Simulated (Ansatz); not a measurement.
Stepwise reaction of `[SiH3]B(Cl)Cl` with water, as a gas-phase model of exchange steps in deposition or etching. ΔE in kJ/mol.

Gas-phase electronic energies from Ansatz, PBE0-D4/def2-TZVP geometries. CCSD(T)/CBS is the MP2 limit (def2-TZVPP, def2-QZVPP) plus CCSD(T) − MP2 in def2-TZVPP, frozen cores. This one scheme is used for every species. DFT in def2-TZVPP. B3LYP here is the variant with VWN-RPA as its local correlation; programs differ in this. Each species was taken in one conformer, which may not be the lowest.

```csv
step,reaction,PBE-D4,B3LYP-D4,ωB97M-V,CCSD(T)/CBS
1,`[SiH3]B(Cl)Cl` + H₂O → `OB([SiH3])Cl` + HCl,-49.3,-55.8,-55.6,-49.8
2,`OB([SiH3])Cl` + H₂O → `OB(O)[SiH3]` + HCl,-20.1,-26.3,-24.9,-20.6
```

Problem. By hand: ΔE of the 2 steps together at CCSD(T)/CBS.

Solution. (-49.8) + (-20.6) = -70.4 kJ/mol, or -35.2 kJ/mol a step.

In ΔE each step is higher than the one before. All are downhill at CCSD(T)/CBS. PBE-D4 differs from CCSD(T)/CBS by 0.5 to 0.5 kJ/mol a step. Isolated molecules leave out the surface, adducts and barriers. Largest T1 diagnostic: 0.014.
